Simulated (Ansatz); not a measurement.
Computed with Ansatz on PBE0-D4/def2-TZVP structures; ΔE is electronic, products minus reactants. CCSD(T)/CBS adds triple-zeta CCSD(T) − MP2 to the extrapolated MP2 energy (def2 sets, frozen cores). DFT in def2-TZVPP. B3LYP here is the variant with VWN-RPA as its local correlation; programs differ in this. For Ge, Se outer-core shells are correlated without core-valence functions, which leaves a few kJ/mol of doubt a bond. Scalar relativity is left out up to krypton. Each species was taken in one conformer, which may not be the lowest.

Consider the redistribution: `CB(O)[SeH]` + `C=C[SiH2][GeH3]` → `C=CB(O)[SeH]` + `C[SiH2][GeH3]`.

(1) Is it downhill or uphill in electronic energy at CCSD(T)/CBS, and by how much? (Estimate.)

(2) What do these levels give: r2SCAN-D4, B3LYP-D4, ωB97M-V, B2PLYP, r2SCAN, PBE0, B3LYP, CCSD/def2-TZVPP, CCSD(T)/def2-TZVPP, MP2/def2-QZVPP, SCS-MP2/def2-QZVPP, CCSD/CBS(def2)? (Best estimate.)

Largest T1 diagnostic among the species: 0.012.

## Answers

(1) Ansatz gave: Downhill: ΔE = -0.06 eV.

(2) Ansatz gave: r2SCAN-D4 -0.06, B3LYP-D4 -0.06, ωB97M-V -0.05, B2PLYP -0.05, r2SCAN -0.05, PBE0 -0.05, B3LYP -0.04, CCSD/def2-TZVPP -0.05, CCSD(T)/def2-TZVPP -0.06, MP2/def2-QZVPP -0.06, SCS-MP2/def2-QZVPP -0.05, CCSD/CBS(def2) -0.05 eV.

In def2-TZVPP, CCSD(T) changes the Hartree–Fock value by −0.03 eV (the triples alone add −0.01 eV) and MP2 by −0.04 eV.
